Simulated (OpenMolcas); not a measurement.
Mo5+ (d1) on a cation site of an ionic host was computed by CASSCF with the d shell active (OpenMolcas, ANO-RCC-VTZP on the metal). Its lowest spin-free states, and all those of the highest spin:

```tsv
2S+1	Degeneracy	E (cm-1)
2	3	0.0
2	2	38725
```

Problem. Is the site octahedral, tetrahedral or cube-like, axial, or of lower symmetry?

Solution. The states with 2S+1 = 2 have orbital degeneracies 3, 2. Threefold states need a cubic site. For d1 at this spin an octahedron puts the threefold T2 below the twofold E and a tetrahedron or cube puts the twofold E below the threefold T2, so the site is octahedral. The first gap at this spin, 38700 cm-1, is |10Dq| in ligand-field theory. The run had Mo5+ with its 6 nearest fluoride ions at 1.879 Å, on the Ge site of Cs2GeF6 (a = 9.021 Å, distance in the model lattice 1.804 Å). The rest of the host is ab initio model potentials to 7.6 Å and point charges beyond; the distance is set by hand and nothing relaxes, and no local charge compensation is placed. Ligand basis ANO-RCC-VDZP.

An orbital triplet at a regular site is open to Jahn-Teller coupling, which can distort the site and quench the lowest spin-orbit gaps and is left out. The least metal-like active orbital is 73 % on the metal (Löwdin) and no ligand orbital is active, so the numbers are rough. With metal d orbitals alone the field can be off either way by tens of per cent. Ligand-to-metal charge-transfer states are missing. No measured value stands beside these numbers; the geometry was set by hand and not optimised.
